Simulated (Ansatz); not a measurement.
Start from `C=CC(C)=[Se]` and change one atom or group to get `C=CC=[Se]`.

Ansatz, PBE0-D4/def2-TZVP geometries, multiplicity 1. Each molecule was computed in one conformer, which needn't be the lowest.

Scalar relativity is left out up to krypton. Spin–orbit coupling is left out; it splits and shifts lone-pair levels of the heavy atoms by tenths of an eV.

```tsv
property	`C=CC(C)=[Se]`
HOMO–LUMO gap (PBE/def2-TZVPP) / eV	1.41
HOMO energy (ωB97M-V/def2-TZVPP) / eV	-8.30
HOMO energy (B3LYP/def2-TZVPP) / eV	-5.87
HOMO energy (PBE/def2-TZVPP) / eV	-4.96
HOMO–LUMO gap (ωB97M-V/def2-TZVPP) / eV	7.47
LUMO energy (PBE0/def2-TZVPP) / eV	-2.79
```

Question: What does the change do to each property? (Estimate.)

Answer: Computed: 
```
                               property  `C=CC=[Se]`  shift
    HOMO–LUMO gap (PBE/def2-TZVPP) / eV         1.25  -0.16
  HOMO energy (ωB97M-V/def2-TZVPP) / eV        -8.43  -0.13
    HOMO energy (B3LYP/def2-TZVPP) / eV        -5.99  -0.12
      HOMO energy (PBE/def2-TZVPP) / eV        -5.09  -0.13
HOMO–LUMO gap (ωB97M-V/def2-TZVPP) / eV         7.38  -0.09
     LUMO energy (PBE0/def2-TZVPP) / eV        -3.05  -0.26
```

With PBE0 the HOMO falls by 0.13 eV and the LUMO falls by 0.26 eV, so the gap narrows by about 0.13 eV. PBE moves the HOMO by -0.13 eV and ωB97M-V by -0.13 eV. The zero-point energy changes by -74.5 kJ/mol with -9 modes.

B3LYP here is the variant with VWN-RPA as its local correlation; programs differ in this.
